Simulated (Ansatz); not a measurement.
A made-up structure of BSnH₅O, closed shell:

B1  (-1.113, 0.622, -1.133)
Sn2  (0.144, -1.637, 1.010)
O3  (0.545, 0.164, 0.295)
H4  (-1.135, 1.659, -1.724)
H5  (-1.986, -0.170, -1.311)
H6  (0.602, 0.764, 1.056)
H7  (1.426, 0.118, -0.109)
H8  (1.299, -2.185, 2.130)
(Å)

It is relaxed with PBE-D4/def2-SVP and then PBE0-D4/def2-TZVP (Ansatz 0.2.0). Atoms count as bonded within 1.22 times the sum of their covalent radii (H–H: 0.88 Å). The end point is not checked to be a true minimum.

Question: Does its bonding change? (Judge from chemistry; the calculation decides.)

Answer: Computed: Yes. Formed: B1–Sn2, B1–O3; broken: Sn2–O3.

Where it ends: The first stage lowers the energy by 5.95 eV in 29 steps. It ends as BSnH₅O ([OH2][BH2][SnH]):
B1  (-0.648, -0.077, -0.584)
Sn2  (-1.228, -1.436, 1.165)
O3  (0.950, 0.236, -0.320)
H4  (-1.226, 0.979, -0.412)
H5  (-0.724, -0.487, -1.712)
H6  (1.077, -0.072, 0.610)
H7  (1.158, 1.176, -0.380)
H8  (0.424, -0.986, 1.849)
(Å)

Labels in which every atom is bracketed show which atoms are joined, not bond orders.

For scale, one of the runs: PBE0-D4/def2-TZVP relaxation, 142 basis functions, launched by `ansatz run in.yaml --threads 2 --pin off --events-out ev --progress --plain --max-ram 4352MiB`. Hardware: 2 CPU threads of an Arm Neoverse V1, shared host. Wall time about 44 s.
